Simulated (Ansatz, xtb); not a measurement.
Isomers of C3H6N2OSi in order of energy

3 gas-phase structures of C3H6N2OSi, from a drawn sample of its isomers (lower ones may exist). Each was relaxed with GFN2-xTB:

A. `On1cncc1[SiH3]`, a singlet
B. `On1cnc([SiH3])c1`, a singlet
C. `On1ccnc1[SiH3]`, a singlet

Problem. Estimate their order in r2SCAN-D4/def2-SVP energy at these geometries, lowest first.

Solution. Calculated order at r2SCAN-D4/def2-SVP: A (0.0), B (3.0), C (4.5) kcal/mol.

Energies above the lowest of each column, in kcal/mol; the last columns are at B3LYP/def2-SVP geometries:

| structure | GFN2-xTB | HF/STO-3G | r2SCAN-D4/def2-SVP | B3LYP/def2-SVP | CCSD(T)/def2-SVP + ΔMP2/def2-TZVPP |
| --- | --- | --- | --- | --- | --- |
| A | 0.0 | 0.0 | 0.0 | 0.0 | 0.0 |
| B | 3.2 | 0.8 | 3.0 | 2.7 | 2.6 |
| C | 0.7 | 3.2 | 4.5 | 1.9 | 2.1 |

Every level run on A puts it lowest or level with the lowest. CCSD(T)/def2-SVP + ΔMP2/def2-TZVPP orders those it was run on as A (0.0), C (2.1), B (2.6) kcal/mol. Less than 1 kcal/mol parts C and B, so the order within that pair means little. Flexible structures stand in one conformer each, not always the lowest. ΔMP2 is the change of the MP2 energy from the smaller to the larger basis.

Programs: Ansatz 0.2.0, xtb 6.7.1.
